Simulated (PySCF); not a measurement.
Isomers of C4H14N2Si, from PySCF 2.14.0, PBE0-D3(BJ)/def2-SVP geometry optimisation, gas phase. One conformer each, no zero-point energy, no frequencies.

Question: Which isomer lies lowest at this level?
A. `[CH3:1][C:2]([CH3:3])([CH3:4])[NH:5][SiH2:6][NH2:7]` with C2–N5–Si6–N7 -173°, N5–Si6–N7–H 66° and -150°: A = 3760, B = 1134, C = 1094 MHz, dipole 0.88 D
B. `[CH3:1][N:2]([CH3:3])[SiH2:4][N:5]([CH3:6])[CH3:7]` with C1–N2–Si4–N5 -51°, N2–Si4–N5–C6 141°: A = 3671, B = 1250, C = 1181 MHz, dipole 0.85 D
C. `[CH3:1][CH:2]([CH3:3])[N:4]([CH3:5])[NH:6][SiH3:7]` with C1–C2–N4–C5 163°, C2–N4–N6–Si7 126°: A = 3008, B = 1411, C = 1162 MHz, dipole 1.67 D

Answer: A. That is `CC(C)(C)N[SiH2]N`, 20.5 kcal/mol below the next.

| SMILES | mapped SMILES | E (Eh) | relative (kcal/mol) | relative (kJ/mol) | dipole (D) |
| --- | --- | --- | --- | --- | --- |
| CC(C)(C)N[SiH2]N | [CH3:1][C:2]([CH3:3])([CH3:4])[NH:5][SiH2:6][NH2:7] | -559.18310 | 0.0 | 0.0 | 0.88 |
| CN(C)[SiH2]N(C)C | [CH3:1][N:2]([CH3:3])[SiH2:4][N:5]([CH3:6])[CH3:7] | -559.15046 | 20.5 | 85.7 | 0.85 |
| CC(C)N(C)N[SiH3] | [CH3:1][CH:2]([CH3:3])[N:4]([CH3:5])[NH:6][SiH3:7] | -559.10601 | 48.4 | 202.4 | 1.67 |

As drawn, the highest has an N–N linkage, which the lowest lacks.
